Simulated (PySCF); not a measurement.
**BI⁺: from constants to spectrum**

UHF-CCSD(T) constants of BI⁺, ²Σ⁺ (doublet), unpaired electrons σ ↑ (basis B aug-cc-pVDZ, I aug-cc-pVDZ-PP with ECP28; scalar-relativistic core potentials; PySCF 2.14; masses 11.0093 and 126.9045 u):

```
ωe              : 781.0 cm⁻¹
ωexe            : 5.23 cm⁻¹
Be              : 0.42138 cm⁻¹
αe              : 0.00316 cm⁻¹
D (centrifugal) : 4.91e-07 cm⁻¹
De to B⁺ + I    : 2.42 eV
```

Q: Give the vibrational terms G(v) and spacings up to v = 6.

A: G(v) = ωe(v+½) − ωexe(v+½)².

```csv
v,G(v) (cm⁻¹),G(v) − G(v−1),Bv (cm⁻¹)
0,389,,0.4198
1,1160,771,0.4166
2,1920,760,0.4135
3,2669,750,0.4103
4,3409,739,0.4072
5,4137,729,0.4040
6,4856,718,0.4008
```

Q: How well does the Morse estimate ωe²/(4ωexe) reproduce De, and what is D0?

A: It gives 3.61 eV, 149 % of the computed De. D0 = De − G(0) = 2.42 − 0.05 = 2.37 eV.

Correlated steps freeze 5 core orbitals. Correlated levels converge slowly with the basis: in double zeta they bind strong bonds too weakly, by up to about 1 eV, and carry superposition errors of some tenths. Spin–orbit coupling is left out, which matters for elements this heavy, above all for dissociation energies. For an ion De counts to the pair picked by the measured ionisation energies or electron affinities, which need not be the lowest pair at this level. The state was picked by a PBE0 search and need not be the measured ground state.
